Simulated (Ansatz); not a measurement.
`CS[SiH]1CC1` → `[CH2]` (triplet) + `S[SiH]1CC1` at 500 K and 1 bar (formal loss of a carbene).

Calculated with Ansatz (gas phase, PBE0-D4/def2-TZVP geometries, no zero-point term in ΔE). CBS: MP2 limit from def2 TZ/QZ plus the TZ coupled-cluster correction, frozen cores. This one scheme is used for every species. Triplets are unrestricted, without spin–orbit coupling. Each species was taken in one conformer, which may not be the lowest.

```csv
species,CCSD(T)/CBS energy (Eh),H − E (kJ/mol),S (J/(mol·K))
`CS[SiH]1CC1`,-805.81573,317.4,431.9
`[CH2]` (triplet),-39.09499,62.7,213.9
`S[SiH]1CC1`,-766.55961,229.6,377.4
```

H − E and S are ideal-gas, rigid-rotor, harmonic terms from PBE0-D4/def2-TZVP, for one conformer and one mirror image of each species, with the whole ground term of open shells counted as degenerate. 1 Eh = 2625.50 kJ/mol, R = 8.31446 J/(mol·K).

Problem. By hand: ΔE, ΔH, ΔS and ΔG.

Solution. ΔE = (-39.09499) + (-766.55961) − (-805.81573) = 0.16113 Eh = 423.0 kJ/mol. Δ(H − E) = 62.7 + 229.6 − 317.4 = -25.1, so ΔH = 397.9 kJ/mol. ΔS = 213.9 + 377.4 − 431.9 = 159.4 J/(mol·K). ΔG = 397.9 − 500 × (159.4)/1000 = 318.2 kJ/mol.

Problem. By hand: the equilibrium constant, and the temperature at which ΔG would vanish if ΔH and ΔS stayed fixed.

Solution. log₁₀ K = −ΔG/(RT ln 10) = -33.2. ΔG = 0 at ΔH/ΔS = 2496 K.

The number of gas molecules changes by +1, which sets the sign of ΔS. A doubt of 5 kJ/mol in ΔE shifts log₁₀ K by 0.5 here. Other conformers and mirror images would add mixing entropy, several J/(mol·K) or more a flexible species. Modes under 60 cm⁻¹, often nearly free rotors, make the harmonic entropy too high. A triplet takes part, so the spin changes. These are equilibria of isolated gas molecules and say nothing of rates. Largest T1 diagnostic: 0.011 (customary marks: 0.02 for closed shells, 0.045 for open ones).
